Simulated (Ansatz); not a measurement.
`C=[CH][SnH2][Br]` + `CNCF` → `F[CH2][SnH2][Br]` + `C=CNC`  (formal exchange of groups at the Sn–C bond)

Isolated molecules relaxed with PBE0-D4/def2-TZVP in Ansatz; ΔE leaves out vibrations. CCSD(T)/CBS is the MP2 limit (def2-TZVPP, def2-QZVPP) plus CCSD(T) − MP2 in def2-TZVPP, frozen cores. Functionals use def2-TZVPP. Elements past krypton have def2 core potentials. For Br, Sn outer-core shells are correlated without core-valence functions, which leaves a few kJ/mol of doubt a bond. Scalar relativity is left out up to krypton. One conformer a species, not always the lowest.

`C=[CH][SnH2][Br]`:

```xyz
9

C     0.497   -0.537   -1.469
C     0.647    0.404   -0.547
Sn   -0.459    0.416    1.259
Br   -1.929   -1.588    1.141
H    -0.206   -1.357   -1.347
H     1.074   -0.527   -2.390
H     1.362    1.208   -0.708
H     0.508    0.220    2.649
H    -1.494    1.762    1.412
```

`CNCF`:

Cartesian coordinates in Å:
```
C -1.119 0.432 -0.252
N -0.135 -0.131 0.650
C 1.054 -0.579 0.069
F 1.805 0.445 -0.548
H -0.788 1.350 -0.752
H -1.359 -0.305 -1.022
H -2.037 0.646 0.299
H 0.035 0.461 1.450
H 0.838 -1.303 -0.721
H 1.706 -1.017 0.827
```

`F[CH2][SnH2][Br]`:

Z-matrix (Å, degrees):
```
C
Sn 1 2.165
F 1 1.380 2 110.1
H 1 1.092 2 109.4 3 -119.7
H 1 1.094 2 110.3 3 120.0
Br 2 2.485 1 106.2 3 86.0
H 2 1.706 1 111.9 3 -158.6
H 2 1.701 1 112.0 3 -30.4
```

`C=CNC`:

```xyz
11

C    -1.717   -0.143    1.007
C    -0.515   -0.421    0.497
N     0.029    0.085   -0.660
C     1.462    0.202   -0.772
H    -2.381    0.585    0.553
H    -2.069   -0.665    1.884
H     0.124   -1.152    0.986
H    -0.485    0.858   -1.055
H     1.895    0.982   -0.130
H     1.924   -0.750   -0.502
H     1.734    0.418   -1.807
```

```csv
level,ΔE (kJ/mol)
LDA (SPW92),21.6
BLYP-D4,24.3
ωB97X-V,35.4
MP2/def2-QZVPP,42.4
```

Task: What does CCSD(T)/CBS give? (An estimate is asked.)

Result: The calculation gave: +41.4 kJ/mol. The listed levels differ from it by -19.8, -17.1, -6.0, 1.0 kJ/mol.

Largest T1 diagnostic among the species: 0.011.

From r2SCAN to r2SCAN0 (25 % exact exchange), in def2-TZVPP and without D4, ΔE moves by +3.6 kJ/mol. Leaving LDA and LC-ωPBE aside and taking each functional with its dispersion term where it has one, the values, not all of them listed here, spread over 13.3 kJ/mol, from revPBE-D4 to PBE-QIDH.
